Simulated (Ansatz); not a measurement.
The cluster Rb6: single points at one geometry.

```yaml
crystal:
  periodic: [false, false, false]
  atoms:
    - {symbol: Rb, position_ang: [-2.978118, -0.068534, -3.195594]}
    - {symbol: Rb, position_ang: [3.988686, 1.506389, 1.055571]}
    - {symbol: Rb, position_ang: [0.902587, 2.678231, -2.469137]}
    - {symbol: Rb, position_ang: [0.622739, -0.709254, 3.893757]}
    - {symbol: Rb, position_ang: [-3.370935, -1.695591, 1.442752]}
    - {symbol: Rb, position_ang: [0.835031, -1.711240, -0.727350]}
basis:
  gaussian: {orbitals: def2-TZVP, initial_orbitals: start.molden}
hamiltonian: {xc: r2scan}
scf: {omitted_lower_state_checks: [starts]}
output: {orbitals: {seedname: orbitals}}
```

The file start.molden holds the orbitals of an earlier run on this structure, at another level or in another basis.

```sh
$ ansatz run in.yaml --threads 2 --pin off --events-out ev --progress --plain --max-ram 4352MiB
```

It prints (some lines left out):

```
Functional definition: r2SCAN
1944 factors; their error is unknown
mean field evaluation 1: about -3936.0821 eV, gradient 2.0e0 eV
mean field evaluation 2: about -3936.1032 eV, gradient 2.6e-2 eV
mean field evaluation 4: about -3936.0999 eV, gradient 5.8e-5 eV
mean field -3936.09990590 eV, -144.6490035573 hartree, gradient 1.8e-5 eV, S^2 0.000000; 0 other end points of the search recorded, 0 dependent functions left out
reference -3936.09992470 eV, -144.6490042485 hartree; 27, 27 occupied and 171, 171 virtual orbitals, 1944 factors
Total energy: -3936.09992470 eV, -144.6490042485 hartree
Checks for a lower state left out: starts
```

Hardware: 2 threads of Intel Xeon Platinum 8259CL on a shared host. Wall time 18 s.

First input, but with `hamiltonian: {xc: {name: BHLYP}}` (abridged; 14 s):

```
Functional definition: BHLYP
mean field -3926.56082676 eV, -144.2984488650 hartree, gradient 1.5e-5 eV, S^2 0.000000
Total energy: -3926.56100360 eV, -144.2984553636 hartree
Checks for a lower state left out: starts
```

As the first input, with `gaussian: {orbitals: def2-SVP, initial_orbitals: start.molden}`, `correlation: {method: ccsd_t}` and without the key `hamiltonian` (abridged; 2.3 min):

```
Functional definition: HF
mean field evaluation 16: about -3883.4708 eV, gradient 6.5e0 eV
mean field evaluation 32: about -3884.3324 eV, gradient 8.6e-1 eV
mean field evaluation 64: about -3884.0467 eV, gradient 1.4e-1 eV
mean field evaluation 96: about -3884.0618 eV, gradient 2.3e-3 eV
mean field -3885.94192208 eV, -142.8057316503 hartree, gradient 7.9e-6 eV, S^2 0.000000; 1 other end points of the search recorded, 0 dependent functions left out; unrestricted orbitals would lower it
determinant -3885.94192208 eV, -142.8057316503 hartree, with singles and doubles -3897.65173407 eV, -143.2360593038 hartree
determinant -3884.29936620 eV, -142.7453688352 hartree, with singles and doubles -3896.16569420 eV, -143.1814483457 hartree
second order -10.64638405 eV of doubles, -0.00000000 eV of singles
cycle   1  -11.71023192 eV  change   -4.2e-4 eV  update   2.4e-3
cycle   2  -11.71047899 eV  change   -2.5e-4 eV  update   1.7e-3
cycle   3  -11.71025793 eV  change    2.2e-4 eV  update   9.9e-4
cycle   4  -11.71041642 eV  change   -1.6e-4 eV  update   3.2e-4
cycle   5  -11.71057397 eV  change   -1.6e-4 eV  update   1.5e-4
cycle   6  -11.71063341 eV  change   -5.9e-5 eV  update   8.7e-5
cycle   7  -11.71059280 eV  change    4.1e-5 eV  update   4.2e-5
cycle   8  -11.71055572 eV  change    3.7e-5 eV  update   1.8e-5
perturbative correction -0.44337331 eV, -0.0162936687 hartree
Total energy: -3898.09585111 eV, -143.2523803039 hartree
Checks for a lower state left out: starts
```

As the first input, with `hamiltonian: {xc: pbe0}` (abridged; 15 s):

```
Functional definition: PBE0
mean field -3934.05119354 eV, -144.5737147668 hartree, gradient 2.7e-5 eV, S^2 0.000000
Total energy: -3934.05123752 eV, -144.5737163831 hartree
Checks for a lower state left out: starts
```

First input, but with `hamiltonian: {xc: pbe}`, `output: {forces: true, orbitals: {seedname: orbitals}}` (abridged; 14 s):

```
Functional definition: PBE
mean field -3934.35924353 eV, -144.5850353953 hartree, gradient 2.3e-5 eV, S^2 0.000000
Total energy: -3934.35930650 eV, -144.5850377094 hartree
Atom 0 force     0.014274     0.002308     0.021460 eV/Å
Atom 1 force    -0.029331    -0.006896    -0.004156 eV/Å
Atom 2 force     0.009375    -0.017915    -0.004130 eV/Å
Atom 3 force     0.005360    -0.004545    -0.014758 eV/Å
Atom 4 force     0.011257    -0.001561    -0.008898 eV/Å
Atom 5 force    -0.010936     0.028609     0.010483 eV/Å
Dipole moment:     0.011489    -0.009756    -0.012024 e Å
Checks for a lower state left out: starts
```

As the first input, with `hamiltonian: {xc: hse06}` (abridged; 13 s):

```
Functional definition: HSE06
mean field -3933.91414030 eV, -144.5686781532 hartree, gradient 2.4e-5 eV, S^2 0.000000
Total energy: -3933.91419871 eV, -144.5686803000 hartree
Checks for a lower state left out: starts
```

Geometry: PBE0/def2-SVP.

In the def2 sets Rb takes a core potential; there is no spin–orbit coupling. HSE06 is defined as in plane-wave codes, on full-range PBE exchange. Correlated methods freeze no core orbitals; core or outer-core shells of Rb are correlated, in sets that lack core-valence functions. The restricted singlet is unstable towards broken spin symmetry in Hartree–Fock (as tested in another run); at r2SCAN/def2-TZVP, BHLYP/def2-TZVP, PBE0/def2-TZVP, PBE/def2-TZVP and others this wasn't settled. At CCSD(T)/def2-SVP the restricted singlet (for correlated methods, its reference) is unstable: a solution with broken spin symmetry lies lower. The structure comes from a short search, and lower isomers may exist.
